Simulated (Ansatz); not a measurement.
CHBFNS, SMILES `FB1N=CS1`. Charge 0, multiplicity 1. All single points use the PBE0-D4/def2-TZVP geometry.

```xyz
6

F    -1.236   -1.828   -0.489
B    -0.506   -0.783   -0.244
N    -0.505    0.134    0.903
C     0.441    0.786    0.341
S     0.860    0.015   -1.235
H     0.944    1.677    0.724
```

Q: What is the dipole moment at ωB97M-V/def2-TZVPP? (Best estimate.)

A: The calculation gave: 1.63 D, with components (1.18, 1.05, -0.41) D in this frame, pointing from negative to positive charge.

Q: And with PBE, r2SCAN, B3LYP? (An estimate is asked.)

A: Ansatz gave: PBE 1.46 D, r2SCAN 1.51 D, B3LYP 1.62 D.

Q: Give the Mulliken charges with ωB97M-V, PBE, r2SCAN in def2-TZVPP. (Best estimate.)

A: Computed: 
```tsv
atom	ωB97M-V	PBE	r2SCAN
F1	-0.22	-0.17	-0.24
B2	0.43	0.39	0.50
N3	-0.27	-0.22	-0.33
C4	0.08	0.09	0.18
S5	-0.16	-0.20	-0.20
H6	0.13	0.11	0.09
```

B3LYP here is the variant with VWN-RPA as its local correlation; programs differ in this.
